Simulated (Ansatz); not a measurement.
CH5NOSi (`CO[Si]N`). The species carries charge 0 and has multiplicity 1. The geometry is a stationary point of PBE0-D4/def2-TZVP. It is one conformer, not always the lowest.

```xyz
9

C     1.485    0.779    0.339
O     0.203    0.198    0.313
Si   -0.421   -0.542   -1.036
N    -1.925   -0.985   -0.367
H     1.401    1.842    0.581
H     2.002    0.681   -0.623
H     2.091    0.295    1.109
H    -2.623   -1.478   -0.898
H    -2.212   -0.788    0.581
```

(1) What is the dipole moment at r2SCAN/def2-TZVPP? (Best estimate.)

(2) And with PBE, B3LYP, ωB97M-V? (Best estimate.)

(3) Give the Mulliken charges with r2SCAN, PBE, B3LYP in def2-TZVPP. (An estimate is asked.)

## Answers

(1) Computed: 1.01 D, with components (-0.60, 0.01, 0.81) D in this frame, pointing from negative to positive charge.

(2) The calculation gave: PBE 0.96 D, B3LYP 0.77 D, ωB97M-V 0.72 D.

(3) The calculation gave: 
```csv
atom,r2SCAN,PBE,B3LYP
C1,0.03,-0.11,-0.10
O2,-0.37,-0.28,-0.35
Si3,0.25,0.16,0.23
N4,-0.39,-0.31,-0.33
H5,0.05,0.09,0.10
H6,0.04,0.07,0.08
H7,0.05,0.09,0.10
H8,0.15,0.15,0.13
H9,0.16,0.15,0.14
```

B3LYP here is the variant with VWN-RPA as its local correlation; programs differ in this.
